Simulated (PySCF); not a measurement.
PySCF input file for C3H7BFN, SMILES FB1CCCN1, PBE0-D3(BJ)/def2-SVP. Coordinates come from a PBE0-D3(BJ)/def2-SVP optimisation. The structure was generated by enumeration, and PubChem lists no compound with its InChIKey, so it may never have been made. The values are those of a single conformer.

```python
import numpy as np
from pyscf import gto, scf, dft, df
from pyscf.hessian import thermo

mol = gto.M(
    atom='''
    F     1.65601110    1.06528729    0.96245642
    B     0.64314250    0.43717593    0.35656439
    C    -0.60823895    1.08111638   -0.36179669
    C    -1.51734899   -0.14848653   -0.51984378
    C    -0.58458139   -1.36972663   -0.55358417
    N     0.56508198   -0.95472393    0.22938858
    H    -1.08637850    1.91476801    0.17313502
    H    -0.28724208    1.47986989   -1.34216297
    H    -2.17599426   -0.11405966   -1.40105777
    H    -2.16955963   -0.22864685    0.36513945
    H    -0.29285059   -1.61750233   -1.59307920
    H    -1.06838269   -2.26865334   -0.13573792
    H     1.26603729   -1.63359276    0.49446165
    ''',
    basis='def2-SVP',
    charge=0,
    spin=0,
    max_memory=1600,
    verbose=3,
)
mf = dft.RKS(mol, xc='pbe0').density_fit(auxbasis='def2-universal-jkfit')
mf.disp = 'd3bj'
mf.grids.level = 3
mf.conv_tol = 1e-11
mf.max_cycle = 100
mf.kernel()

# [left out here: the lines that compute and print the analytic Hessian (its translational invariance restored by hand, since the grid's response is missing), thermochemistry and intensities]
```

Program output:

```
converged SCF energy = -297.54486620953

WARN: DFTD3 does not support analytical Hessian, using finite difference


WARN: Mole.unit (angstrom) is changed to Bohr

Mode                                 0                   1                   2
Irrep
Freq [cm^-1]                      165.3832            218.9843            363.5788
Reduced mass [au]                   2.4546              2.1176              5.1653
Force const [Dyne/A]                0.0396              0.0598              0.4023
Char temp [K]                     237.9497            315.0696            523.1089
Normal mode                   x     y     z       x     y     z       x     y     z
       0   F                 0.05  0.00 -0.08   -0.02 -0.00  0.05    0.08 -0.12  0.03
       1   B                -0.02 -0.00  0.04    0.02  0.01 -0.03   -0.04  0.09 -0.01
       2   C                -0.05  0.01  0.11   -0.00  0.02  0.02   -0.09  0.03 -0.06
       3   C                 0.01 -0.01 -0.11    0.01  0.02 -0.05   -0.02 -0.05 -0.01
       4   C                 0.02 -0.01  0.00   -0.05 -0.05  0.10    0.04  0.00  0.02
       5   N                -0.04 -0.00  0.08    0.07  0.02 -0.12   -0.01  0.10  0.00
       6   H                -0.10 -0.11  0.24   -0.01 -0.05  0.11   -0.18  0.03 -0.14
       7   H                -0.05  0.21  0.19   -0.03  0.13  0.06   -0.11 -0.02 -0.08
       8   H                 0.18  0.03 -0.23    0.13  0.01 -0.15   -0.03 -0.11 -0.00
       9   H                -0.16 -0.05 -0.25   -0.14  0.08 -0.16   -0.01 -0.05  0.00
      10   H                 0.11 -0.04  0.03   -0.19 -0.32  0.13    0.05 -0.02  0.03
      11   H                -0.02  0.00 -0.02   -0.07  0.08  0.36    0.09 -0.01  0.05
      12   H                -0.01  0.01  0.05    0.06  0.02 -0.09    0.05  0.17  0.02
Mode                                 3                   4                   5
Irrep
Freq [cm^-1]                      438.0420            533.2743            611.7479
Reduced mass [au]                   1.6760              3.7705              1.4933
Force const [Dyne/A]                0.1895              0.6318              0.3293
Char temp [K]                     630.2450            767.2629            880.1690
Normal mode                   x     y     z       x     y     z       x     y     z
       0   F                -0.04 -0.02  0.02   -0.10 -0.07 -0.06   -0.00 -0.01 -0.04
       1   B                 0.06  0.01 -0.16   -0.10 -0.02  0.00   -0.07  0.00  0.10
       2   C                -0.00  0.04 -0.03    0.01  0.09  0.00    0.00  0.03  0.02
       3   C                 0.03 -0.00  0.02    0.09  0.05  0.02    0.05  0.00  0.00
       4   C                 0.02 -0.01 -0.00    0.06 -0.01  0.03    0.01 -0.03 -0.02
       5   N                -0.02 -0.00  0.04    0.03 -0.02  0.03    0.02  0.02 -0.08
       6   H                 0.07 -0.15  0.35   -0.01  0.07  0.01   -0.06  0.04 -0.06
       7   H                -0.32  0.35  0.00    0.10  0.09  0.03    0.13 -0.01  0.05
       8   H                -0.05 -0.02  0.08    0.02 -0.01  0.07   -0.06  0.02  0.08
       9   H                 0.11 -0.02  0.08    0.16  0.05  0.07    0.15 -0.03  0.08
      10   H                 0.05 -0.01  0.00    0.06 -0.05  0.04   -0.03 -0.13 -0.01
      11   H                 0.01 -0.01 -0.02   -0.02  0.04  0.05    0.00  0.02  0.07
      12   H                -0.17 -0.04  0.35    0.25  0.11 -0.25   -0.35 -0.07  0.65
Mode                                 6                   7                   8
Irrep
Freq [cm^-1]                      636.4392            782.1001            843.6727
Reduced mass [au]                   2.2901              2.6748              2.4694
Force const [Dyne/A]                0.5465              0.9640              1.0356
Char temp [K]                     915.6942           1125.2680           1213.8571
Normal mode                   x     y     z       x     y     z       x     y     z
       0   F                -0.05 -0.05 -0.03    0.04  0.02  0.01    0.02  0.03  0.02
       1   B                 0.00 -0.04 -0.04   -0.02 -0.05  0.09    0.04 -0.01 -0.05
       2   C                -0.02 -0.03  0.01   -0.07  0.03 -0.11   -0.09  0.14  0.03
       3   C                -0.08  0.03  0.01   -0.03  0.03 -0.05    0.03  0.02  0.03
       4   C                 0.05  0.10  0.06   -0.01  0.06  0.02    0.01 -0.06 -0.02
       5   N                 0.11 -0.01  0.01    0.09 -0.09  0.02    0.01 -0.10  0.01
       6   H                 0.11  0.08 -0.05   -0.18 -0.14  0.07   -0.17  0.30 -0.29
       7   H                -0.02 -0.16 -0.04   -0.14  0.28 -0.02   -0.09 -0.20 -0.11
       8   H                 0.16 -0.01 -0.17   -0.21 -0.16  0.08    0.15  0.03 -0.06
       9   H                -0.30  0.05 -0.15    0.14  0.10  0.09   -0.10 -0.10 -0.08
      10   H                 0.01  0.26  0.01   -0.02  0.03  0.02   -0.00 -0.07 -0.03
      11   H                 0.13  0.01 -0.06   -0.08  0.09  0.01   -0.09 -0.03 -0.05
[...]
Normal mode                   x     y     z       x     y     z       x     y     z
       0   F                 0.01  0.01  0.01    0.03  0.02  0.02   -0.00 -0.00 -0.00
       1   B                -0.03 -0.04 -0.02   -0.09 -0.17 -0.06    0.00  0.00  0.00
       2   C                 0.01  0.01  0.01    0.01  0.01  0.01    0.00  0.00 -0.00
       3   C                -0.02  0.00 -0.00    0.00  0.00  0.00    0.00  0.00  0.01
       4   C                -0.02 -0.08 -0.04    0.02 -0.02  0.01    0.01 -0.04 -0.06
       5   N                 0.01  0.03  0.01    0.03  0.13  0.04   -0.00 -0.00 -0.00
       6   H                -0.03 -0.02  0.01   -0.05  0.02 -0.08   -0.00  0.00  0.00
       7   H                -0.01 -0.03 -0.01   -0.04  0.04  0.01   -0.00 -0.01  0.01
       8   H                 0.12 -0.02 -0.10    0.01  0.01 -0.00   -0.03 -0.00 -0.04
       9   H                 0.11 -0.01  0.09   -0.00 -0.01  0.00    0.02  0.00 -0.02
      10   H                 0.26  0.56 -0.09   -0.23 -0.12 -0.04   -0.25  0.19  0.86
      11   H                -0.11  0.27  0.54   -0.14 -0.05 -0.23    0.14  0.24 -0.13
      12   H                -0.07 -0.08 -0.05   -0.20 -0.16 -0.14   -0.00 -0.00 -0.00
Mode                                27                  28                  29
Irrep
Freq [cm^-1]                     3054.2721           3069.8874           3087.1595
Reduced mass [au]                   1.0694              1.0692              1.0938
Force const [Dyne/A]                5.8778              5.9368              6.1422
Char temp [K]                    4394.4175           4416.8845           4441.7351
Normal mode                   x     y     z       x     y     z       x     y     z
       0   F                -0.00  0.00 -0.00    0.00 -0.00  0.00    0.00  0.00  0.00
       1   B                 0.00 -0.00  0.00   -0.00  0.00 -0.00   -0.00 -0.00 -0.00
       2   C                 0.01  0.05 -0.05   -0.00  0.00  0.00   -0.00 -0.00  0.00
       3   C                 0.00 -0.00  0.01    0.06  0.00 -0.02    0.03 -0.00  0.00
       4   C                 0.00  0.00 -0.00   -0.02 -0.02  0.02    0.04  0.05 -0.05
       5   N                -0.00 -0.00 -0.00   -0.00  0.00 -0.00   -0.00 -0.00  0.00
       6   H                 0.14 -0.23 -0.17    0.03 -0.05 -0.03    0.01 -0.02 -0.01
       7   H                -0.26 -0.32  0.81    0.00  0.01 -0.01    0.01  0.01 -0.04
       8   H                -0.04  0.00 -0.05   -0.27  0.02 -0.39   -0.16  0.01 -0.23
       9   H                 0.03  0.00 -0.03   -0.43 -0.06  0.61   -0.15 -0.02  0.21
      10   H                 0.00  0.00 -0.01    0.03 -0.03 -0.10   -0.07  0.07  0.24
      11   H                -0.01 -0.02  0.01    0.15  0.28 -0.13   -0.36 -0.68  0.33
      12   H                 0.00 -0.00  0.00    0.00 -0.00 -0.00   -0.00  0.00  0.00
Mode                                30                  31                  32
Irrep
Freq [cm^-1]                     3130.4285           3139.9114           3680.9113
Reduced mass [au]                   1.1035              1.0988              1.0787
Force const [Dyne/A]                6.3716              6.3825              8.6108
Char temp [K]                    4503.9896           4517.6335           5296.0118
Normal mode                   x     y     z       x     y     z       x     y     z
       0   F                 0.00  0.00  0.00   -0.00 -0.00 -0.00    0.00 -0.00  0.00
       1   B                -0.00 -0.00 -0.00    0.00 -0.00  0.00    0.00  0.00  0.00
       2   C                 0.02 -0.02 -0.02   -0.04  0.04  0.05   -0.00  0.00 -0.00
       3   C                 0.01 -0.00  0.08   -0.00 -0.00  0.04   -0.00  0.00  0.00
       4   C                -0.00 -0.00  0.01   -0.00 -0.00  0.00   -0.00 -0.00 -0.00
       5   N                -0.00  0.00 -0.00   -0.00  0.00 -0.00    0.05 -0.05  0.02
       6   H                -0.18  0.30  0.20    0.36 -0.61 -0.39   -0.00 -0.00  0.00
       7   H                -0.01 -0.02  0.05    0.08  0.12 -0.26   -0.00 -0.00  0.00
       8   H                -0.43  0.03 -0.58   -0.17  0.01 -0.23   -0.00 -0.00 -0.00
       9   H                 0.27  0.03 -0.36    0.17  0.02 -0.23    0.00 -0.00 -0.00
      10   H                 0.02 -0.02 -0.07    0.01 -0.01 -0.03    0.00 -0.00 -0.00
      11   H                 0.03  0.05 -0.02    0.02  0.03 -0.02    0.00  0.00  0.00
      12   H                 0.00 -0.00 -0.00   -0.00 -0.00  0.00   -0.66  0.65 -0.25
temperature 298.1500 [K]
pressure 101325.00 [Pa]
Rotational constants [GHz] 6.81548 3.03610 2.21364
Symmetry number 1
Zero-point energy (ZPE) 0.10880 [Eh]   285644.128 [J/mol]
                           tot       elec      trans        rot        vib
Entropy [J/mol/K]       312.495      0.000    164.430    110.263     37.802
Cv [J/mol/K]             86.630      0.000     12.472     12.472     61.687
Cp [J/mol/K]             94.945      0.000     20.786     12.472     61.687
Internal energy [J/mol]                      3718.434   3718.434 292863.974
Internal energy [Eh]   -297.43049  -297.54487
Enthalpy [J/mol]                             6197.391   3718.434 292863.974
Enthalpy [Eh]          -297.42954
Gibbs free energy [J/mol]                  -42827.274 -29156.552 281593.207
Gibbs free energy [Eh] -297.46503
static polarisability / bohr^3: [[46.78   1.062  3.493]
 [ 1.061 53.483  1.86 ]
 [ 3.492  1.863 42.308]]
largest difference of analytic and finite-field dipole derivatives / e: 0.0006025974067936923
mode   freq/cm-1   IR/(km/mol)   Raman/(A^4/amu)   depolarisation
   1      165.38         0.197             0.112            0.538
   2      218.98         1.169             0.291            0.631
   3      363.58         4.369             0.606            0.522
   4      438.04         4.035             1.313            0.735
   5      533.27        12.026             1.552            0.372
   6      611.75       106.910             1.386            0.747
   7      636.44         4.783             2.651            0.353
   8      782.10         9.168             2.059            0.105
   9      843.67         5.295             4.066            0.104
  10      883.93         3.148             2.679            0.445
  11      919.31         0.150             7.898            0.112
  12      986.66         3.268             2.872            0.704
  13     1017.50         7.729             4.597            0.744
  14     1096.58        13.099             6.977            0.750
  15     1149.40         0.588             3.548            0.725
  16     1170.98         2.711             0.433            0.449
  17     1220.52        31.279             3.504            0.719
  18     1243.61         0.451            11.241            0.743
  19     1287.93        10.294             6.888            0.593
  20     1321.19        25.790             1.396            0.554
  21     1350.37        29.928             2.844            0.299
  22     1383.44       139.139             1.739            0.369
  23     1426.05        23.722            15.953            0.725
  24     1466.44        20.147            10.410            0.748
  25     1501.76        38.235            14.097            0.505
  26     1561.11       305.473             2.655            0.360
  27     3013.38        64.132           142.035            0.164
  28     3054.27        15.753           111.458            0.173
  29     3069.89        13.972            87.199            0.326
  30     3087.16        46.128           130.827            0.271
  31     3130.43        17.850            90.080            0.462
  32     3139.91        17.765            93.508            0.579
  33     3680.91        36.869           128.965            0.275
max |gradient| / (hartree/bohr): 0.00030027698775974567
APT charges: [-6.1990e-01  1.1052e+00 -2.2470e-01  9.1500e-02  3.5170e-01 -7.3200e-01
  1.0700e-02 -9.0000e-04 -2.6800e-02 -3.0000e-02 -7.6400e-02 -4.8400e-02
  1.9990e-01]
```

The run converged.
